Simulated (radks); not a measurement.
Sm3+, configuration [Xe] 4f5. Calculated with a radial shooting solver on a logarithmic mesh with Libxc functionals: scalar-relativistic Kohn-Sham, r2SCAN, spin-unpolarised, spherical densities, finite nucleus; meta-GGA in the generalised Kohn-Sham scheme; Fermi nuclear charge, rms radius 5.0819 fm.

Unscreened Slater integrals over Kohn-Sham orbitals (hartree).

| integral | value |
|---|---|
| F0(4f,4f) | 1.0286 |
| F2(4f,4f) | 0.48320 |
| F4(4f,4f) | 0.30199 |
| F6(4f,4f) | 0.21692 |
| F0(4f,5p) | 0.67545 |
| F2(4f,5p) | 0.24192 |
| G2(4f,5p) | 0.13114 |
| G4(4f,5p) | 0.10068 |
| F0(4f,5s) | 0.74828 |
| G3(4f,5s) | 0.14856 |
| F0(4f,4d) | 1.1618 |
| F2(4f,4d) | 0.55227 |
| F4(4f,4d) | 0.35147 |
| G1(4f,4d) | 0.65053 |
| G3(4f,4d) | 0.40709 |
| G5(4f,4d) | 0.28747 |
| F0(5p,5p) | 0.56934 |
| F2(5p,5p) | 0.30895 |
| F0(5p,5s) | 0.60472 |
| G1(5p,5s) | 0.40793 |
| F0(5p,4d) | 0.71014 |
| F2(5p,4d) | 0.20102 |
| G1(5p,4d) | 0.056080 |
| G3(5p,4d) | 0.054686 |
| F0(5s,5s) | 0.65004 |
| F0(5s,4d) | 0.79539 |
| G2(5s,4d) | 0.084291 |
| F0(4d,4d) | 1.3485 |
| F2(4d,4d) | 0.68690 |
| F4(4d,4d) | 0.45978 |

Derived for the open shells (J is the average intra-shell exchange parameter used in DFT+U). 4f: F4/F2 = 0.625, F6/F2 = 0.449, J = (286 F2 + 195 F4 + 250 F6)/6435 = 0.03905 hartree.
